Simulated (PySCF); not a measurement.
## BrI₂, doublet: molecular constants

These are results of UB3LYP in PySCF with Br def2-SVP, I def2-SVP with ECP28; scalar-relativistic core potentials, no spin–orbit coupling; density-fitted integrals, not measurements.

The structure is a minimum.

Coordinates in bohr (charge 0 multiplicity 2):
```
Br    1.0845    0.0000    0.0000
I    -0.3386   -4.9404    0.0000
I    -0.3386    4.9404    0.0000
```

- Point group: C2v
- Bond lengths: Br–I 2.721 Å (×2)
- Bond angles: I–Br–I 147.9°
- Rotational constants: 0.4938, 0.009718, 0.00953 cm⁻¹
- Spin squared ⟨S²⟩: 0.773
- Principal polarisabilities: 40.3, 44.4, 235.4 bohr³
- Highest occupied level (β): -7.24 eV
- Enthalpy at 298.15 K above 0 K: 15.72 kJ/mol
- Principal quadrupole moments (Buckingham, traceless) about the centre of mass: -4.97, -2.52, 7.49 D Å
- Rotational symmetry number: 2
- Dipole moment: 0.04 D
- Atomisation energy without zero-point energy: 217 kJ/mol
- Heat capacity Cp at 298.15 K: 57.7 J/(mol K)
- Lowest empty level (β): -5.64 eV
- Entropy at 298.15 K and 1 bar (electronic part: spin only): 352.1 J/(mol K)
- Zero-point energy: 1.8 kJ/mol

Harmonic modes (masses in u: Br 78.918, I 126.904):
```
symmetry  ω (cm⁻¹)  IR (km/mol)   μ (u)
      a1        50          0.0   96.27
      b2       113         35.9   87.23
      a1       137          0.1  110.77
```

In C2v the vibrations span 2a1 + b2. Here b1 is antisymmetric to the molecular plane and b2 lies in it.

Charges (e):
```csv
atom,Mulliken,Löwdin,polar tensor,spin (Mulliken),Mayer order to Br1
Br1,-0.02,0.04,0.48,0.19,–
"I2,3",0.01,-0.02,-0.24,0.40,0.70
```
Other Mayer orders above 0.3: I–I 0.34.

Mulliken populations on Br1: s 7.97, p 16.99, d 10.06.

Outer orbital energies (eV). α occupied: -11.60, -10.17, -9.63, -8.09, -7.88, -7.79, -7.46, -7.37; empty: -4.23, 6.34, 6.96, 7.39. β occupied: -18.48, -11.35, -9.59, -9.52, -7.75, -7.74, -7.60, -7.24; empty: -5.64, -3.85, 6.44, 7.09.

This need not be the most stable arrangement of these atoms. With an element this heavy the missing spin–orbit coupling can shift these numbers.

The final relaxation and frequency run took 76 s on 2 threads of a shared Intel Xeon Platinum 8259CL @ 2.50GHz (Skylake/Cascade Lake) host, with 84 basis functions and 10 gradients; the process peaked at 0.8 GiB. Launch command: `OMP_NUM_THREADS=2 python axn.py task.json out`.
